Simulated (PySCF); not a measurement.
# Molecular orbitals of CeF

M06-2X at R = 2.011 Å; basis Ce x2c-SVPall, F x2c-SVPall; spin-free X2C with a Gaussian nucleus; PySCF 2.14. State: quartet, about 1.1 electrons in the 4f shell (Mulliken), real f orbitals that mix terms. Only the outer orbitals are listed, counted within each symmetry.

```
spin  orbital  occ.  ε (eV)  on Ce (%)   main shells (%)
   α       7π     1  -12.91          9            91 F p
   α       7π     1  -12.91          9            91 F p
   α      14σ     1  -12.81         16    83 F p, 8 Ce d
   α       3δ     1   -9.67        100          100 Ce f
   α      15σ     1   -4.75        100           87 Ce s
   α       4δ     1   -4.36        100          100 Ce d
   α       3δ     0   -0.54        100          100 Ce d
   α       8π     0   -0.47         99  55 Ce p, 44 Ce d
   α       8π     0   -0.47         99  55 Ce p, 44 Ce d
   β       7π     1  -12.90          9            91 F p
   β       7π     1  -12.90          9            91 F p
   β      14σ     1  -12.74         17    83 F p, 8 Ce d
   β      15σ     0   -2.50        100  89 Ce s, 12 Ce d
   β       3δ     0   -1.02        100          100 Ce d
   β       3δ     0   -0.83        100          100 Ce d
```

**Question.** Which are the highest filled and the lowest empty level, where do they sit, and how wide is the gap?

**Answer.** Highest filled α 4δ at -4.36 eV (in %: 100 Ce d); lowest empty β 15σ at -2.50 eV (in %: 89 Ce s, 12 Ce d); the gap at M06-2X is 1.86 eV.

```
bond order (Mayer)                              : 1.12
⟨S²⟩                                            : 3.751
charge on Ce (Mulliken, basis-dependent)        : 0.35
charge on Ce (Löwdin, basis-dependent)          : 0.04
dipole moment (positive dipole means Ce(−)F(+)) : -2.46 D
```

Spin–orbit coupling is left out. The state is the lowest single determinant that the PBE0 search found; with open d or f shells the true ground state can be another one.
